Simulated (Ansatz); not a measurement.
`FC1C[SiH2]S1` → `F[Si]1(S)CC1`  (isomerisation)

Gas-phase electronic energies from Ansatz, PBE0-D4/def2-TZVP geometries. CCSD(T)/CBS adds triple-zeta CCSD(T) − MP2 to the extrapolated MP2 energy (def2 sets, frozen cores). DFT in def2-TZVPP. Each species was taken in one conformer, which may not be the lowest.

`FC1C[SiH2]S1`:

Cartesian coordinates in Å:
```
F 0.920 -1.283 1.738
C -0.008 -0.513 1.085
C 0.021 -0.716 -0.428
Si -0.082 1.124 -0.799
S 0.356 1.287 1.287
H -0.977 -0.732 1.535
H 1.011 -1.086 -0.703
H -0.733 -1.407 -0.803
H 0.920 1.702 -1.729
H -1.427 1.624 -1.183
```

`F[Si]1(S)CC1`:

Z-matrix (Å, degrees):
```
Si
S 1 2.104
C 1 1.814 2 119.5
F 1 1.594 2 112.0 3 147.0
C 1 1.816 2 123.8 3 -61.6
H 2 1.345 1 94.6 3 146.5
H 3 1.085 1 121.3 2 -5.8
H 3 1.086 1 119.6 2 143.5
H 5 1.086 1 120.0 2 -151.8
H 5 1.085 1 120.7 2 -2.4
```

```csv
level,ΔE (kJ/mol),difference from CCSD(T)/CBS
PBE-D4,-131.7,12.2
ωB97X-V,-133.9,10.0
B2PLYP,-145.2,-1.3
r2SCAN,-145.5,-1.6
HF/def2-TZVPP,-140.3,3.6
MP2/def2-TZVPP,-150.3,-6.4
SCS-MP2/def2-TZVPP,-144.6,-0.7
CCSD/def2-TZVPP,-144.6,-0.7
MP2/CBS(def2),-152.0,-8.1
CCSD/CBS(def2),-146.2,-2.3
CCSD(T)/CBS,-143.9,0
```

Largest T1 diagnostic among the species: 0.012.
